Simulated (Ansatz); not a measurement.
The cluster Li₅⁺. Charge 1, multiplicity 3. Geometry PBE/def2-TZVP, that of the neutral doublet; atoms count from 1.

```xyz
5

Li    1.188   -2.036   -1.029
Li   -1.218    2.013    1.035
Li   -0.008   -0.787    1.522
Li   -1.169   -0.054   -1.269
Li    1.207    0.863   -0.258
```

At PBE0/def2-TZVP a singlet of charge 1 lies 0.28 eV below the triplet at the same geometry. The structure comes from a short search, and lower isomers may exist.

(1) Estimate the Mulliken populations from the PBE0/def2-TZVP orbitals of Ansatz.

(2) Where does the spin sit?

(3) And the Mayer bond orders between heavy atoms (over 0.3)?

## Answers

(1) 
```csv
atom,charge (e),spin (α − β)
Li1,0.27,0.54
Li2,0.27,0.54
Li3,0.17,0.30
Li4,0.17,0.31
Li5,0.11,0.30
```
Mulliken values depend strongly on the basis.

(2) Summed by element: Li 2.00, of 2 unpaired in all. Largest on single atoms: Li1 0.54, Li2 0.54, Li4 0.31.

(3) Li3–Li5 0.39 (2.71 Å); Li4–Li5 0.38 (2.74 Å).
